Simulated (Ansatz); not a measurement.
Several settings on one geometry of SiPt2 (the lowest singlet isomer of a short search) (that of the charge 0 singlet, PBE0-D4/def2-TZVP). Ansatz on 4 threads of Arm Neoverse V1 on a shared host; times are rough.

```xyz
3

Pt   -0.0006   -2.0449   -0.3297
Pt    0.0006    2.0449    0.3298
Si    0.0000    0.0000    0.0000
```

Totals from different functionals, basis sets or treatments of relativity can't be compared as stabilities.

In the def2 sets Pt takes a core potential; there is no spin–orbit coupling.

The spins typed aren't always the lowest for that charge.

(1) Give the basis size and estimate the energy, ⟨S²⟩ and time of these runs.

| run | method | charge | state | further keys |
| --- | --- | --- | --- | --- |
| 1 | UKS B97/def2-mTZVP | 1 | doublet | final_grid: {core_spheres: 8, valence_spheres: 7, degree: 23}; nuclear_model: gaussian; scf: {omitted_lower_state_checks: [starts]}; forces asked |
| 2 | UKS B3LYP5/def2-mTZVPP | 1 | doublet | scf: {lower_state_search: full} |
| 3 | RKS ωB97M-V/def2-TZVPD | 0 | singlet | forces asked |

## Answers

(1) 
```
run  functions  energy (Eh)  ⟨S²⟩  wall time
  1         94    -527.8970  0.76        2 s
  2         99    -527.8225  0.76       13 s
  3        129    -528.0157     –        8 s
```
